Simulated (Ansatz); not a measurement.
Cost and result for the atomization energy of `[NH2][GeH]([F])[SiH3]` (10 atoms, 9 bonds).

```xyz
10

N    -1.519    0.862   -0.662
Ge   -0.373   -0.544   -0.536
F    -1.124   -1.884    0.327
Si    1.531    0.061    0.762
H    -2.335    0.721   -1.240
H    -1.790    1.296    0.209
H    -0.150   -1.084   -1.958
H     1.068    0.726    2.008
H     2.382    1.002   -0.012
H     2.311   -1.155    1.101
```

Charge 0, multiplicity 1. Correlated methods include outer-core shells of Ge, which these sets cover unevenly. Scalar relativity is left out up to krypton. The structure was optimised at the PBE0-D4/def2-TZVP level. It is one conformer, not always the lowest. Program: Ansatz. All runs use 4 threads of an Arm Neoverse V2 on a shared host. Times are those of one run each, without the atoms' runs, and a repeat can differ threefold. Electronic energies, without spin–orbit coupling; frozen cores. CCSD(T)/CBS adds CCSD(T) − MP2 in def2-TZVPP to the MP2 limit, and its time is that of the two runs behind it. T1 = 0.012. With those shells the extrapolation isn't a true limit. B3LYP takes the VWN-RPA correlation (the form of Gaussian; ORCA's B3LYP/G).

CCSD(T)/CBS is a level of theory with its own doubt, some kJ/mol a heavy atom from the limit and from the frozen cores, so smaller differences don't rank the functionals.

| level | functions | wall time |
| --- | --- | --- |
| PBE-D4/def2-TZVPP (with forces) | 236 | 2.1 s |
| PBE0-D4/def2-TZVPP | 236 | 3 s |
| B3LYP-D4/def2-TZVPP (with forces) | 236 | 4.3 s |
| r2SCAN-D4/def2-TZVPP (with forces) | 236 | 4.3 s |
| B2PLYP/def2-TZVPP | 236 | 5 s |
| ωB97X-V/def2-TZVPP | 236 | 7.5 s |
| ωB97M-V/def2-TZVPP (with forces) | 236 | 11 s |
| MP2/def2-QZVPP | 453 | 19 s |
| CCSD(T)/def2-TZVPP | 236 | 2.6 min |
| CCSD(T)/CBS(def2) | – | 2.9 min |

Question: What atomization energy does each give, and how far from CCSD(T)/CBS? (An estimate is asked.)

Answer: Computed: 
```csv
level,atomization (kcal/mol),difference from CCSD(T)/CBS,per bond
PBE-D4/def2-TZVPP (with forces),740.5,-1.6,-0.2
PBE0-D4/def2-TZVPP,728.7,-13.4,-1.5
B3LYP-D4/def2-TZVPP (with forces),737.2,-4.9,-0.5
r2SCAN-D4/def2-TZVPP (with forces),736.4,-5.7,-0.6
B2PLYP/def2-TZVPP,729.2,-12.9,-1.4
ωB97X-V/def2-TZVPP,745.7,3.6,0.4
ωB97M-V/def2-TZVPP (with forces),737.5,-4.6,-0.5
MP2/def2-QZVPP,736.8,-5.3,-0.6
CCSD(T)/def2-TZVPP,721.9,-20.2,-2.2
CCSD(T)/CBS(def2),742.1,0.0,0.0
```

In def2-TZVPP, CCSD(T) changes the Hartree–Fock value by +198.0 kcal/mol (the triples alone add +9.7 kcal/mol) and MP2 by +200.8 kcal/mol; breaking electron pairs costs correlation energy, which Hartree–Fock lacks. From PBE to PBE0 (25 % exact exchange), in def2-TZVPP and without D4, the atomization energy moves by −11.1 kcal/mol: exact exchange takes away binding that semilocal exchange gives to molecules. The D4 term adds +7.3 kcal/mol with B3LYP and +3.9 kcal/mol with PBE0; it sums over pairs of atoms, weighted by their polarisabilities, and B3LYP, whose exchange is more repulsive, gets the larger term.
